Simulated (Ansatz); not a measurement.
Harmonic frequencies (cm⁻¹) at PBE0-D4/def2-TZVP from Ansatz: 43, 73, 115, 141, 236, 304, 518, 531, 604, 648, 754, 863, 882, 904, 936, 981, 1004, 1136, 1191, 1259, 1379, 2237, 2264, 2588, 2677, 3022, 3066.

Each molecule was computed in one conformer, which needn't be the lowest.

Q: Which molecule is it?
A. `BSC(F)[SiH3]`
B. `C[SiH2]B(F)S`
C. `BCS[SiH2]F`
D. `C[SiH](F)BS`

A: C.
